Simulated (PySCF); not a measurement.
**Ar²⁺: excitation energy**

Ar²⁺ [Ne] 3s2 3p4 (3P) → Ar²⁺ [Ne] 3s2 3p3 4s1 (5S), as a difference of total energies. Calculation: PySCF 2.14, in aug-cc-pV(T+d)Z with one added diffuse shell each of s, p, d, f type (7s6p5d3f, 71 functions); no relativity, point nucleus. Correlated levels: valence: [Ne] frozen. The calculations carry no spin-orbit coupling.

```
           method  excitation energy (cm⁻¹)
              UHF                    169170
              LDA                    173750
              PBE                    173660
             PBE0                    174860
           r2SCAN                    177370
        BHandHLYP                    176090
             MN15                    179210
          r2SCANh                    177200
           B2PLYP                    174600
    MP2 (valence)                    171750
SCS-MP2 (valence)                    173730
```

A first-order spin-orbit estimate (lowest level to lowest level, LS coupling) adds 0.062 eV.

The promoted electron is Rydberg-like, and one or two diffuse shells describe it only roughly, which tends to raise the upper state.
